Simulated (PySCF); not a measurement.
A small calculation by hand: oscillator strength and radiative lifetime

CH5InS, SMILES C[S][InH2].

The structure is a stationary point at r2SCAN-D4/def2-SVP. The def2 effective core potentials stand for the cores of In; spin–orbit coupling is left out.

TDA-ωB97X/def2-SVPD run with PySCF puts the first singlet state with f over 0.02 at 4.91 eV (vertical), with the transition dipole (0.108, 0.668, 0.000) in atomic units.

**Question.** Find the oscillator strength, the wavelength and the radiative lifetime that this transition would have in vacuum if emission retraced absorption.

**Answer.** 
|μ|² = 0.4579 au, so |μ| = 1.72 D. ΔE = 4.91/27.211 = 0.1804 hartree. f = (2/3) ΔE |μ|² = 0.055 (the program prints 0.055).
λ = 1239.84/4.91 = 253 nm; ν = 39602 cm⁻¹.
Einstein's coefficient A = 0.6670 ν² f s⁻¹ (ν in cm⁻¹) = 5.8e7 s⁻¹, so τ = 1/A = 17 ns. This state is S1. The figure is the radiative limit of this one transition; relaxation, internal conversion, crossing to triplets and a medium change what is measured.
